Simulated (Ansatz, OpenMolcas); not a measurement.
# How methods differ on TiNH2Cl3 (SMILES [NH2][Ti]([Cl])([Cl])[Cl])

TiNH2Cl3: 7 atoms, total charge 0, spin state singlet. As SMILES, `[NH2][Ti]([Cl])([Cl])[Cl]`. The coordinates come from a PBE0-D4/def2-TZVP relaxation.

```xyz
7

N    -0.6764    0.4796    0.8131
Ti    0.4160   -0.2733   -0.4591
Cl    1.9225   -1.4421    0.5997
Cl   -0.7714   -1.5947   -1.7428
Cl    1.2323    1.3587   -1.6545
H    -1.2002    1.3347    0.6792
H    -0.8617    0.0689    1.7189
```

Each level gives the energy change with the Ti2–Cl5 bond stretched from 2.181 to 2.509 Å (eV). The values are calculated.

| level | kind | program | value (eV) | less CCSD(T)/def2-SVP | CPU time (all runs) |
| --- | --- | --- | --- | --- | --- |
| HF/def2-SVP (restricted) | Hartree–Fock | Ansatz | 0.51 | +0.01 | 16 s |
| SVWN5/def2-SVP (restricted) | LDA | Ansatz | 0.64 | +0.14 | 16 s |
| revPBE/def2-SVP (restricted) | GGA | OpenMolcas | 0.41 | -0.09 | 1.9 min |
| TPSS/def2-SVP (restricted) | meta-GGA | OpenMolcas | 0.47 | -0.03 | 2 min |
| M06-2X/def2-SVP (restricted) | hybrid meta-GGA | OpenMolcas | 0.58 | +0.08 | 90 s |
| B2PLYP/def2-SVP (restricted) | double hybrid | OpenMolcas | 0.49 | -0.01 | 69 s |
| MP2/def2-SVP (restricted) | perturbation theory | OpenMolcas | 0.55 | +0.05 | 31 s |
| CCSD(T)/def2-SVP (restricted) | coupled cluster or CI | Ansatz | 0.50 | 0.00 | 2.3 min |

CCSD(T)/def2-SVP (restricted) is the highest level here, not the true value. The first shape isn't each level's own minimum. The values span 0.41 to 0.64 eV. Times are those of the runs behind each value, whatever else they computed, on shared processors of several kinds: orders of magnitude only.
